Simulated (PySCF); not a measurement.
C2H8InP. Atoms are numbered in the order given.

```xyz
12

In    -0.2182     0.0465    -0.1745
C     -1.8018    -1.4580    -0.3408
H     -1.7791    -1.8971    -1.3511
H     -2.7862    -0.9862    -0.1962
H     -1.6704    -2.2603     0.3988
C     -0.2564     1.9523    -1.2550
H      0.5976     1.9965    -1.9491
H     -0.1563     2.7842    -0.5406
H     -1.1891     2.0743    -1.8248
P      1.6975    -0.3577     1.4636
H      2.6957     0.1331     0.5639
H      1.8662    -1.7223     1.0686
```

Geometry optimised at B3LYP-D3(BJ)/def2-SVP. The structure was generated by enumeration; whether it is a known compound was not checked. The def2 effective core potentials stand for the cores of In; spin–orbit coupling is left out. The values are those of a single conformer.

All values below come from TDA-PBE0/def2-SVPD run with PySCF.

Vertical excitations. 

| state | energy (eV) | λ (nm) | f | main pairs |
|---|---|---|---|---|
| S1 | 4.32 | 287 | 0.013 | HOMO→LUMO 94 % |
| S2 | 4.83 | 257 | 0.001 | HOMO−1→LUMO 99 % |
| S3 | 5.26 | 235 | 0.162 | HOMO→LUMO+1 90 % |
| S4 | 5.85 | 212 | 0.002 | HOMO→LUMO+3 87 % |
| S5 | 5.92 | 209 | 0.009 | HOMO−2→LUMO 75 %, HOMO→LUMO+2 20 % |
| S6 | 6.05 | 205 | 0.173 | HOMO−1→LUMO+1 92 % |
| S7 | 6.48 | 191 | 0.045 | HOMO→LUMO+4 62 %, HOMO→LUMO+2 21 % |
| S8 | 6.59 | 188 | 0.068 | HOMO−2→LUMO+1 59 %, HOMO→LUMO+2 15 %, HOMO→LUMO+4 15 % |
| S9 | 6.81 | 182 | 0.026 | HOMO→LUMO+5 90 % |
| S10 | 6.90 | 180 | 0.139 | HOMO−1→LUMO+3 37 %, HOMO−2→LUMO+1 24 %, HOMO→LUMO+4 14 %, HOMO→LUMO+2 12 % |
| T1 | 3.82 | 325 | 0 | HOMO→LUMO 96 % |
| T2 | 4.54 | 273 | 0 | HOMO−1→LUMO 99 % |
| T3 | 4.55 | 272 | 0 | HOMO→LUMO+1 81 %, HOMO→LUMO+2 12 % |
| T4 | 5.14 | 241 | 0 | HOMO−1→LUMO+1 81 % |
Triplets are in the Tamm–Dancoff approximation.
